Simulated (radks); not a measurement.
Numerical settings for the sulfur ion S+, [Ne] 3s2 3p3. Method: non-relativistic Kohn-Sham, PBEsol, spin-polarised, spherical densities, point nucleus; open shells are filled with parallel spins first; computed with a radial shooting solver on a logarithmic mesh with Libxc functionals. The defaults (mesh step 0.008 in ln r, mesh end at 40 bohr or more with all orbitals vanishing there, Anderson mixing 0.5 over 9 steps, residual threshold near 1e-9 with the energy settled to 1e-9 hartree or 1e-11 of itself, here a cap of 54 iterations) give E = -396.9337 hartree and 3p at -17.862 eV in 13 iterations. Run on one thread of a shared host, so times are rough (Arm Neoverse V2): 0.09 s of CPU time, 0.09 s wall, 13 iterations on 2476 mesh points. Changes against that run (0 stands for a change within the tolerance of the run):

| setting | iterations | converged | E (mhartree) | e(3p) (meV) | CPU (s) |
|---|---|---|---|---|---|
| mesh step in ln r 0.003 | 13 | yes | 0 | 0 | 0.22 |
| mesh step in ln r 0.08 | 4 | no | diverged | - | 0.01 |
| mesh step in ln r 0.12 | 4 | no | diverged | - | 0.01 |
| mesh end (bohr) 8 | 13 | yes | +0.0298 | +2.1 | 0.08 |
| mesh end (bohr) 5 | 13 | yes | +13.2 | +409 | 0.08 |
| residual threshold 0.001 | 8 | yes | 0 | -0.337 | 0.06 |
| residual threshold 0.01 | 8 | yes | 0 | -0.337 | 0.06 |
| mixing 0.2 | 16 | yes | 0 | 0 | 0.1 |
| linear mixing, mixing 0.5 | 30 | yes | 0 | 0 | 0.15 |
| linear mixing, mixing 0.8 | 17 | yes | 0 | 0 | 0.1 |
| mixing history 3 | 16 | yes | 0 | 0 | 0.1 |
| iteration cap 3 | 3 | no | +0.796 | -372 | 0.03 |

Settings that end as converged yet miss the energy by more than 1 mhartree: mesh end (bohr) 5 (+0.0132 hartree). A mesh that ends early acts as a hard wall.
